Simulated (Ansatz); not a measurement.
Program: Ansatz. Geometries: PBE0-D4/def2-TZVP. ΔE: electronic, gas phase. CCSD(T)/CBS adds triple-zeta CCSD(T) − MP2 to the extrapolated MP2 energy (def2 sets, frozen cores). Functionals use def2-TZVPP. B3LYP here is the variant with VWN-RPA as its local correlation; programs differ in this. HSE06 is defined as in plane-wave codes. Elements past krypton have def2 core potentials. For Ge, I, Sn outer-core shells are correlated without core-valence functions, which leaves a few kJ/mol of doubt a bond. Scalar relativity is left out up to krypton. Each species was taken in one conformer, which may not be the lowest.

`[OH][GeH2][SnH3]` + HI → `[OH][GeH2][I]` + `[SnH4]`  (cleavage of the Ge–Sn bond)

```
             level  ΔE (kcal/mol)  difference from CCSD(T)/CBS
       LDA (SPW92)          -11.0                          0.6
            PBE-D4          -11.3                          0.3
         revPBE-D4          -11.7                         -0.1
           BLYP-D4          -11.2                          0.4
         r2SCAN-D4          -12.9                         -1.3
            B97M-V          -14.3                         -2.7
           PBE0-D4          -12.3                         -0.7
          B3LYP-D4          -12.0                         -0.4
        r2SCANh-D4          -13.0                         -1.4
        r2SCAN0-D4          -13.3                         -1.7
          HSE06-D4          -12.4                         -0.8
          BHLYP-D4          -13.5                         -1.9
      CAM-B3LYP-D4          -12.4                         -0.8
           ωB97X-V          -13.1                         -1.5
           ωB97M-V          -12.8                         -1.2
            B2PLYP          -12.7                         -1.1
               PBE          -11.3                          0.3
            revPBE          -11.5                          0.1
              BLYP          -11.1                          0.5
            r2SCAN          -12.9                         -1.3
              PBE0          -12.4                         -0.8
             B3LYP          -12.0                         -0.4
           r2SCANh          -13.1                         -1.5
           r2SCAN0          -13.4                         -1.8
             HSE06          -12.4                         -0.8
         CAM-B3LYP          -12.4                         -0.8
           LC-ωPBE          -12.7                         -1.1
RPA@PBE/def2-TZVPP          -11.5                          0.1
      MP2/def2-SVP          -14.3                         -2.7
     CCSD/def2-SVP          -12.7                         -1.1
  CCSD(T)/def2-SVP          -12.6                         -1.0
     HF/def2-TZVPP          -16.1                         -4.5
    MP2/def2-TZVPP          -13.5                         -1.9
SCS-MP2/def2-TZVPP          -13.5                         -1.9
   CCSD/def2-TZVPP          -12.2                         -0.6
CCSD(T)/def2-TZVPP          -12.2                         -0.6
     HF/def2-QZVPP          -16.1                         -4.5
    MP2/def2-QZVPP          -13.1                         -1.5
SCS-MP2/def2-QZVPP          -13.2                         -1.6
     MP2/CBS(def2)          -12.9                         -1.3
       CCSD(T)/CBS          -11.6                            0
```

(1) What do rigid-rotor, harmonic-oscillator terms from PBE0-D4/def2-TZVP frequencies (298.15 K, 1 bar) make of the CCSD(T)/CBS value? (Estimate.)

Largest T1 diagnostic among the species: 0.013.

## Answers

(1) Ansatz gave: ΔZPE = +0.9 kcal/mol, ΔH = -11.4 kcal/mol, ΔS = -17 J/(mol·K), ΔG = -10.2 kcal/mol.

At CCSD(T), def2-SVP lies −1.0 kcal/mol from the extrapolated value and def2-TZVPP −0.6 kcal/mol. From PBE to PBE0 (25 % exact exchange), in def2-TZVPP and without D4, ΔE moves by −1.1 kcal/mol. Leaving LDA and LC-ωPBE aside and taking each functional with its dispersion term where it has one, the values spread over 3.1 kcal/mol, from B97M-V to BLYP-D4.
